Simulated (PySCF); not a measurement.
Isomers of C7H9Cl3O, from PBE0-D3(BJ)/def2-SVP geometry optimisation, gas phase (PySCF). One conformer each, no zero-point energy, no frequencies.

Question: Which is lowest in electronic energy at this level?
A. `[CH3:1][CH2:2]/[C:3](=[CH:4]/[C:5]([CH3:6])=[O:7])[C:8]([Cl:9])([Cl:10])[Cl:11]` with C1–C2–C3–C4 111°, C3–C4–C5–C6 -118°: A = 960.1, B = 591.1, C = 513.2 MHz, dipole 3.46 D
B. `[CH2:1]=[C:2]([CH2:3]/[CH:4]=[CH:5]\[C:6]([Cl:7])([Cl:8])[Cl:9])[O:10][CH3:11]` with C1–C2–C3–C4 111°, C2–C3–C4–C5 -127°, C1–C2–O10–C11 -2°: A = 1454, B = 336.8, C = 328.6 MHz, dipole 2.79 D
C. `[CH2:1]=[CH:2][CH2:3]/[C:4](=[CH:5]\[C:6]([Cl:7])([Cl:8])[Cl:9])[O:10][CH3:11]` with C1–C2–C3–C4 126°, C2–C3–C4–C5 -115°, C3–C4–O10–C11 -178°: A = 860.3, B = 533.8, C = 423.2 MHz, dipole 2.98 D

Answer: A. That is `CC/C(=C/C(C)=O)C(Cl)(Cl)Cl`, 18.7 kcal/mol below the next.

```csv
SMILES,mapped SMILES,E (Eh),relative (kcal/mol),relative (kJ/mol),dipole (D)
CC/C(=C/C(C)=O)C(Cl)(Cl)Cl,[CH3:1][CH2:2]/[C:3](=[CH:4]/[C:5]([CH3:6])=[O:7])[C:8]([Cl:9])([Cl:10])[Cl:11],-1726.42527,0.0,0.0,3.46
C=CC/C(=C\C(Cl)(Cl)Cl)OC,[CH2:1]=[CH:2][CH2:3]/[C:4](=[CH:5]\[C:6]([Cl:7])([Cl:8])[Cl:9])[O:10][CH3:11],-1726.39547,18.7,78.3,2.98
C=C(C/C=C\C(Cl)(Cl)Cl)OC,[CH2:1]=[C:2]([CH2:3]/[CH:4]=[CH:5]\[C:6]([Cl:7])([Cl:8])[Cl:9])[O:10][CH3:11],-1726.39513,18.9,79.2,2.79
```

As drawn, the lowest has a C=O bond, which the highest lacks.
